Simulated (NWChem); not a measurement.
Species: SiNH3ClF; SMILES N[SiH](F)Cl

```xyz
7

Si    -0.0332    -0.4403     0.3627
N      1.4029    -1.1196    -0.2506
F     -1.3903    -1.0216    -0.2834
Cl    -0.0112     1.5746    -0.0861
H     -0.1160    -0.6574     1.8167
H      1.7041    -2.0418     0.0405
H      1.7595    -0.8723    -1.1654
```
Atoms are numbered in this order, from 1.

Computed with NWChem. Geometry: optimised at B3LYP/6-31G* (spherical d). Ions are spin-unrestricted doublets at the neutral geometry; other ion states weren't tried.

For level PBE/def2-SVP:

| Quantity | Value |
|---|---|
| vertical ionisation energy, ΔSCF (eV) | 10.18 |
| −ε(HOMO) (eV) | 6.52 |

Q: Estimate the same quantities for level PBE0/def2-SVP.

A: The vertical ionisation energy, ΔSCF (eV) comes out as 10.61 and the −ε(HOMO) (eV) is 8.14.
